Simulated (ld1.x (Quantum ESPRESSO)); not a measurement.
What one change does to a pseudopotential (Tc, RRKJ)

technetium (Tc), norm-conserving RRKJ (Kleinman–Bylander form), made with ld1.x (Quantum ESPRESSO) 7.5 (LDA (PZ), scalar-relativistic). Core [Kr], reference 4d6 5s1 5p0. Waves: 5p (bound, empty): rc 4.15 bohr; 4d (bound): rc 1.65 bohr; 4f channel at 0.05 Ry: rc 4.35 bohr; 5s (bound): rc 2.95 bohr. Local part: the s channel. Core correction: a·sin(br)/r model core inside 1.30 bohr.

All-electron outer shells of the reference configuration (LDA (PZ), scalar-relativistic, ld1.x):

| shell | level (eV) | outermost node (bohr) | outermost maximum (bohr) |
| --- | --- | --- | --- |
| 4s | -70.41 | 0.50 | 0.95 |
| 4p | -42.55 | 0.51 | 1.03 |
| 4d | -4.67 | 0.50 | 1.30 |
| 5s | -4.43 | 1.29 | 2.83 |
| 5p | -1.10 | 1.47 | 3.91 |

Change: core correction a·sin(br)/r model core inside 1.12 bohr.

Cutoffs: the cutoffs (Ry, on a coarse ladder) from which the occupation-weighted sum of valence levels, in a spherical-Bessel basis at the reference potential, stays within 10 and 1 mRy of its value at 400 Ry; they do not see the model core or the augmentation charge, which bear on the density cutoff. Errors are all-electron minus pseudo energies relative to the spin-unpolarised reference configuration.

Q: What does the change do?

A: The potential gets neither clearly harder nor softer (40 Ry and 50 Ry → 40 Ry and 50 Ry); of the 9 tests that both files solve, the error grows in 0 and shrinks in 2 by more than 15 % and 0.3 meV (median size 135.1 → 100.2 meV); neither file shows a bound ghost. A model core, the more so a compact one, raises the density cutoff, which this test does not measure.

```csv
quantity,base,changed
"cutoff, loose",40 Ry,40 Ry
"cutoff, tight",50 Ry,50 Ry
bound ghosts,none,none
"error for 4d5 5s2 5p0, meV [ΔE 0.87 eV]",-99,-100
"error for 4d5 5s1 5p0, meV [ΔE 9.30 eV]",-84,-85
"error for 4d5 5s0 5p0, meV [ΔE 24.50 eV]",-120,-120
"error for 4d4 5s2 5p1, meV [ΔE 7.47 eV]",-518,-522
"error for 4d4 5s0 5p0, meV [ΔE 53.43 eV]",-641,-644
"error for 4d4 5s2 5p0, meV [ΔE 12.67 eV]",-428,-432
"error for 4d5.5 5s1.5 5p0, meV [ΔE 0.27 eV]",-22,-23
"error for 4d6 5s1 5p0 (spin-polarised), meV [ΔE -2.66 eV]",+136,+88
"error for 4d5 5s2 5p0 (spin-polarised), meV [ΔE -2.63 eV]",+135,+44
s: phases at 4.69 bohr within 0.05 rad from the reference energy up to (Ry; the scan ends near 5),0.6,0.6
p: phases at 4.69 bohr within 0.05 rad from the reference energy up to (Ry; the scan ends near 5),1.1,1.1
d: phases at 4.69 bohr within 0.05 rad from the reference energy up to (Ry; the scan ends near 5),0.3,0.3
f: phases at 4.69 bohr within 0.05 rad from the reference energy up to (Ry; the scan ends near 5),1.6,1.6
```
